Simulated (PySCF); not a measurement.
NICS in rings of unrelated molecules.

NICS = −σ at a ghost point: NICS(0) at the centroid of the ring atoms, NICS(1) 1 Å to either side along the normal of their mean plane, zz for the tensor component along that normal. Level: GIAO PBE0/pcSseg-1 (PySCF, non-relativistic, gas phase) on the GFN2-xTB geometries, one conformer each. Atom numbers follow the mapped SMILES.

Question: Order these rings by mean NICS(1)zz, lowest (most negative) first (ppm).
A. ring C7–C8–N9–N10–N11 in `[CH2:1]=[CH:2][c:3]1[cH:4][cH:5][cH:6][c:7]2[cH:8][n:9][n:10][n:11]12`
B. ring C2–C3–C4 in `[Cl:1][CH:2]1[CH2:3][CH2:4]1`
C. ring P4–C5–C7 in `[CH3:1][S:2][CH2:3][P@@H+:4]1[C:5]([F:6])=[C:7]1[SiH3:8]` (charge +1)
D. ring C4–C5–O6–C7–C9 in `[CH2:1]=[CH:2][CH2:3][c:4]1[cH:5][o:6][c:7]([S-:8])[cH:9]1` (charge -1)
E. ring C3–C5–C6–O7–Si8 in `[CH3:1][CH2:2][C@:3]1([SiH3:4])[CH:5]=[CH:6][O:7][SiH2:8]1`
F. ring C3–C4–N5–C6–C7–N10 in `[CH:1]#[C:2][c:3]1[cH:4][n:5][cH:6][c:7]([C:8]#[N:9])[n:10]1`
G. ring Si4–C7–C8–N9 in `[CH3:1][C:2]#[C:3][Si@@:4]1([CH2:5][SiH3:6])[CH2:7][CH2:8][NH:9]1`

Answer: A (-40.8), F (-25.5), B (-21.4), D (-18.5), C (-14.7), E (-3.1), G (0.6).

| SMILES | ring | NICS(0) | NICS(1) | NICS(1)zz | HOMA | rms pucker (Å) | ring atoms with four or more neighbours |
| --- | --- | --- | --- | --- | --- | --- | --- |
| C=Cc1cccc2cnnn12 | 5-membered ring with 3 N; formal bonds all aromatic | -15.9 | -15.7 | -40.8 | 0.92 | 0.00 | 0 |
| C#Cc1cncc(C#N)n1 | 6-membered ring with 2 N; formal bonds all aromatic | -6.0 | -10.8 | -25.5 | 0.97 | 0.00 | 0 |
| ClC1CC1 | 3-membered carbocycle; formal bonds all single | -42.0 | -8.4 | -21.4 | – | 0.00 | 3 |
| C=CCc1coc([S-])c1 | 5-membered ring with O; formal bonds all aromatic | -9.2 | -7.9 | -18.5 | 0.30 | 0.00 | 0 |
| CSC[P@@H+]1C(F)=C1[SiH3] | 3-membered ring with P; formal bonds 1 double, 2 single | -32.2 | -9.2 | -14.7 | – | 0.00 | 1 |
| CC[C@]1([SiH3])C=CO[SiH2]1 | 5-membered ring with O and Si; formal bonds 1 double, 4 single | -4.2 | -2.5 | -3.1 | – | 0.03 | 2 |
| CC#C[Si@@]1(C[SiH3])CCN1 | 4-membered ring with N and Si; formal bonds all single | -4.2 | -1.0 | 0.6 | – | 0.05 | 3 |

NICS(0) gives another order. The isotropic NICS(1) gives another order. HOMA uses Krygowski's 1993 parameters; it is left out where a ring has a four-coordinate atom, a triple bond, no multiple bond or a kind of bond without parameters. NICS(1) and NICS(1)zz are means over the two faces.
